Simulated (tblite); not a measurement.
A geometry optimisation, step by step.

Compound: C₆H₉PS.
Numbering: `[CH2:1]=[CH:2][P:3]1(=[S:4])[CH2:5][CH:6]=[CH:7][CH2:8]1` (hydrogens: H9, H10 on C1; H11 on C2; H12, H13 on C5; H14 on C6; H15 on C7; H16, H17 on C8)

Computed with GFN2-xTB (tblite), gas phase: L-BFGS steps from a force-field or distance-geometry start until the largest atomic force falls under 0.01 eV/Å. 9 of its 84 geometries are shown.

Step 0: E = -628.6506 eV, largest atomic force 15.370 eV/Å
```
atom  x, y, z in Å  |  force x, y, z in eV/Å
C1      2.808   -0.189   -0.152   -1.032  -0.879   1.077
C2      1.548   -0.561    0.171    2.541  -0.357   1.198
P3      0.215    0.070   -0.763   -3.550  -2.546  11.406
S4      0.536    0.389   -2.414    3.283   2.880 -14.737
C5     -1.203   -1.086   -0.516    0.597  -0.375  -0.387
C6     -1.793   -0.517    0.689   -1.764  -2.459   1.340
C7     -1.497    0.706    0.976   -1.058   2.602   2.812
C8     -0.603    1.453    0.092    0.738   0.684   0.230
H9      3.021    0.480   -0.959    0.068   0.107  -0.195
H10     3.617   -0.597    0.456   -0.078   0.314  -0.479
H11     1.429   -1.252    1.016   -0.245   0.327  -0.376
H12    -1.870   -0.942   -1.379    0.141  -0.370   0.000
H13    -0.852   -2.124   -0.414   -0.390   0.134  -0.174
H14    -2.461   -1.138    1.335    0.568   0.559  -0.620
H15    -1.916    1.213    1.903    0.503  -0.552  -1.176
H16     0.142    2.072    0.641   -0.567  -0.032  -0.349
H17    -1.127    2.035   -0.693    0.244  -0.038   0.428
```

Step 10: E = -630.4656 eV, largest atomic force 0.177 eV/Å
```
atom  x, y, z in Å  |  force x, y, z in eV/Å
C1      2.829   -0.212   -0.104    0.057   0.027  -0.087
C2      1.590   -0.562    0.191   -0.070   0.020   0.048
P3      0.220    0.065   -0.834   -0.114  -0.024   0.050
S4      0.652    0.440   -2.681    0.080   0.030  -0.077
C5     -1.198   -1.083   -0.497   -0.005  -0.036   0.000
C6     -1.825   -0.532    0.745    0.038   0.060   0.006
C7     -1.528    0.722    1.051   -0.015  -0.047  -0.055
C8     -0.595    1.433    0.124    0.015   0.018   0.014
H9      3.007    0.446   -0.936    0.084   0.065  -0.142
H10     3.695   -0.565    0.428   -0.013  -0.015   0.090
H11     1.361   -1.227    1.009   -0.124  -0.044   0.067
H12    -1.875   -1.004   -1.355   -0.053   0.002  -0.004
H13    -0.902   -2.128   -0.412    0.073  -0.061   0.037
H14    -2.485   -1.149    1.333   -0.018  -0.024  -0.021
H15    -1.931    1.243    1.905    0.020   0.002   0.012
H16     0.109    2.085    0.638    0.112   0.012   0.045
H17    -1.129    2.042   -0.614   -0.067   0.015   0.019
```

Step 21: E = -630.4835 eV, largest atomic force 0.089 eV/Å
```
atom  x, y, z in Å  |  force x, y, z in eV/Å
C1      2.810   -0.210   -0.117   -0.018  -0.039   0.002
C2      1.560   -0.531    0.174    0.075  -0.012   0.034
P3      0.198    0.076   -0.864    0.082  -0.010  -0.032
S4      0.698    0.459   -2.694   -0.069   0.021  -0.037
C5     -1.194   -1.095   -0.501   -0.032  -0.029  -0.028
C6     -1.814   -0.538    0.743   -0.004  -0.009   0.000
C7     -1.512    0.712    1.055   -0.016   0.025  -0.012
C8     -0.589    1.434    0.128    0.021   0.040  -0.012
H9      3.035    0.405   -0.976   -0.025  -0.012   0.009
H10     3.648   -0.554    0.469   -0.006   0.007  -0.004
H11     1.306   -1.169    1.010   -0.040   0.040   0.044
H12    -1.899   -1.056   -1.338   -0.017  -0.016  -0.048
H13    -0.859   -2.129   -0.395    0.027  -0.005   0.009
H14    -2.493   -1.151    1.315    0.016  -0.019   0.017
H15    -1.915    1.232    1.909    0.006  -0.005   0.026
H16     0.155    2.051    0.635    0.007   0.004   0.038
H17    -1.142    2.077   -0.565   -0.007   0.020  -0.007
```

Step 31: E = -630.4924 eV, largest atomic force 0.059 eV/Å
```
atom  x, y, z in Å  |  force x, y, z in eV/Å
C1      2.795   -0.228   -0.114    0.023   0.005  -0.011
C2      1.538   -0.512    0.180    0.004   0.009   0.004
P3      0.188    0.088   -0.887    0.053  -0.009   0.025
S4      0.656    0.487   -2.722   -0.004  -0.004   0.006
C5     -1.190   -1.101   -0.518    0.022   0.003  -0.006
C6     -1.806   -0.541    0.726    0.011  -0.009   0.026
C7     -1.503    0.706    1.046    0.000   0.001   0.013
C8     -0.579    1.440    0.129    0.009  -0.002  -0.015
H9      3.033    0.342   -1.001   -0.013  -0.037  -0.006
H10     3.626   -0.547    0.496   -0.029  -0.003  -0.009
H11     1.255   -1.085    1.055    0.000   0.037  -0.022
H12    -1.897   -1.108   -1.353   -0.001   0.025  -0.021
H13    -0.817   -2.120   -0.389    0.000  -0.020  -0.003
H14    -2.469   -1.159    1.309   -0.029  -0.029   0.005
H15    -1.890    1.209    1.917   -0.030   0.016   0.018
H16     0.178    2.027    0.655    0.000   0.005   0.012
H17    -1.123    2.115   -0.540   -0.016   0.010  -0.015
```

Step 42: E = -630.4986 eV, largest atomic force 0.102 eV/Å
```
atom  x, y, z in Å  |  force x, y, z in eV/Å
C1      2.805   -0.263   -0.135    0.045   0.031  -0.010
C2      1.543   -0.477    0.192   -0.051   0.027   0.044
P3      0.195    0.104   -0.883    0.023  -0.033   0.060
S4      0.641    0.495   -2.727    0.008   0.004   0.071
C5     -1.170   -1.098   -0.516    0.050   0.042  -0.079
C6     -1.800   -0.556    0.728    0.012   0.001  -0.004
C7     -1.518    0.696    1.051    0.014  -0.003  -0.007
C8     -0.590    1.441    0.145    0.028  -0.018  -0.062
H9      3.046    0.231   -1.067    0.010  -0.058   0.036
H10     3.627   -0.560    0.498   -0.002  -0.007  -0.057
H11     1.243   -0.964    1.113    0.035   0.028  -0.045
H12    -1.868   -1.070   -1.358   -0.065  -0.062  -0.029
H13    -0.800   -2.121   -0.412   -0.020   0.008   0.005
H14    -2.462   -1.185    1.297   -0.039  -0.027   0.033
H15    -1.929    1.199    1.910   -0.007   0.010   0.035
H16     0.163    2.026    0.679   -0.016   0.018   0.019
H17    -1.132    2.115   -0.524   -0.026   0.038  -0.010
```

Step 52: E = -630.5098 eV, largest atomic force 0.063 eV/Å
```
atom  x, y, z in Å  |  force x, y, z in eV/Å
C1      2.824   -0.337   -0.174   -0.035   0.004  -0.024
C2      1.565   -0.384    0.228   -0.010  -0.057   0.026
P3      0.202    0.139   -0.860    0.020  -0.013   0.009
S4      0.662    0.531   -2.698    0.018   0.022   0.019
C5     -1.154   -1.091   -0.533    0.047   0.040  -0.013
C6     -1.802   -0.578    0.714    0.025   0.001  -0.001
C7     -1.552    0.678    1.050    0.024  -0.016   0.006
C8     -0.624    1.452    0.167    0.003  -0.021  -0.030
H9      3.064   -0.018   -1.178   -0.019   0.002   0.018
H10     3.649   -0.609    0.467   -0.030  -0.010  -0.038
H11     1.281   -0.707    1.223   -0.006   0.027  -0.015
H12    -1.852   -1.059   -1.378    0.032  -0.002  -0.005
H13    -0.776   -2.114   -0.454   -0.002   0.032   0.052
H14    -2.453   -1.230    1.276   -0.022   0.011  -0.003
H15    -1.982    1.164    1.912    0.002  -0.011   0.011
H16     0.108    2.042    0.726   -0.031  -0.005  -0.005
H17    -1.167    2.132   -0.497   -0.016  -0.002  -0.008
```

Step 62: E = -630.5155 eV, largest atomic force 0.049 eV/Å
```
atom  x, y, z in Å  |  force x, y, z in eV/Å
C1      2.812   -0.377   -0.195   -0.006  -0.011  -0.010
C2      1.568   -0.358    0.250    0.024  -0.036   0.024
P3      0.212    0.159   -0.844    0.022   0.025   0.017
S4      0.701    0.572   -2.669   -0.009   0.003  -0.015
C5     -1.135   -1.083   -0.537    0.009   0.003   0.017
C6     -1.804   -0.581    0.705   -0.018   0.007  -0.015
C7     -1.561    0.673    1.054    0.015  -0.019   0.023
C8     -0.641    1.458    0.173   -0.028   0.018   0.012
H9      3.023   -0.110   -1.220    0.000  -0.002   0.005
H10     3.651   -0.655    0.423   -0.010  -0.004  -0.002
H11     1.299   -0.615    1.267   -0.004  -0.002  -0.016
H12    -1.812   -1.065   -1.399    0.011  -0.027   0.035
H13    -0.748   -2.099   -0.429    0.011   0.004  -0.034
H14    -2.458   -1.238    1.255    0.006   0.003  -0.006
H15    -1.989    1.144    1.924   -0.012   0.010  -0.012
H16     0.071    2.070    0.733   -0.004   0.006  -0.018
H17    -1.197    2.117   -0.501   -0.006   0.025  -0.006
```

Step 73: E = -630.5174 eV, largest atomic force 0.042 eV/Å
```
atom  x, y, z in Å  |  force x, y, z in eV/Å
C1      2.808   -0.403   -0.202   -0.005   0.005  -0.008
C2      1.570   -0.352    0.258    0.032   0.017  -0.022
P3      0.216    0.176   -0.836    0.016   0.020   0.008
S4      0.703    0.592   -2.661    0.005   0.007  -0.018
C5     -1.116   -1.080   -0.534   -0.025  -0.002   0.025
C6     -1.796   -0.582    0.703   -0.019   0.012   0.009
C7     -1.566    0.673    1.055    0.001   0.008  -0.003
C8     -0.653    1.469    0.176   -0.008   0.010   0.009
H9      3.009   -0.148   -1.233    0.011  -0.006   0.019
H10     3.650   -0.691    0.407   -0.020  -0.010  -0.009
H11     1.306   -0.593    1.279   -0.014  -0.007   0.004
H12    -1.796   -1.076   -1.393    0.011  -0.012  -0.004
H13    -0.711   -2.089   -0.428   -0.002   0.000  -0.003
H14    -2.455   -1.242    1.245    0.017  -0.012   0.007
H15    -2.008    1.143    1.920   -0.004  -0.007  -0.014
H16     0.050    2.094    0.732    0.001  -0.013   0.006
H17    -1.217    2.122   -0.499    0.003  -0.010  -0.005
```

Step 83: E = -630.5184 eV, largest atomic force 0.007 eV/Å
```
atom  x, y, z in Å  |  force x, y, z in eV/Å
C1      2.805   -0.425   -0.209    0.002   0.004  -0.002
C2      1.571   -0.337    0.255    0.005   0.003  -0.004
P3      0.217    0.196   -0.835   -0.001  -0.001   0.001
S4      0.699    0.614   -2.661   -0.002   0.005   0.003
C5     -1.101   -1.077   -0.529    0.000  -0.001   0.003
C6     -1.791   -0.584    0.704   -0.004   0.001   0.002
C7     -1.577    0.675    1.052    0.002   0.002  -0.001
C8     -0.665    1.479    0.179    0.002  -0.002  -0.005
H9      3.013   -0.181   -1.242    0.003  -0.003   0.003
H10     3.639   -0.735    0.400   -0.002  -0.001  -0.003
H11     1.304   -0.567    1.278   -0.002  -0.004   0.005
H12    -1.779   -1.091   -1.390    0.003   0.000  -0.001
H13    -0.680   -2.079   -0.417   -0.002  -0.004   0.002
H14    -2.439   -1.252    1.249   -0.003  -0.002   0.001
H15    -2.030    1.143    1.912   -0.001  -0.002  -0.001
H16     0.033    2.102    0.744   -0.001   0.000  -0.005
H17    -1.227    2.130   -0.498    0.001   0.004   0.004
```

**Question.** Summarise the path.

**Answer.** The energy falls by 43.07 kcal/mol from step 0 to step 83; nine tenths of that is first reached at step 4. It falls at every step. The largest force goes from 15.370 to 0.007 eV/Å. Among the bonds P3=S4 changes most, from 1.711 to 1.934 Å; the atoms move by 0.306 Å rms after alignment.

What follows is the cost of the whole relaxation. On one thread of an Arm Neoverse V2, no GPU, on a shared host, this took 0.55 s.
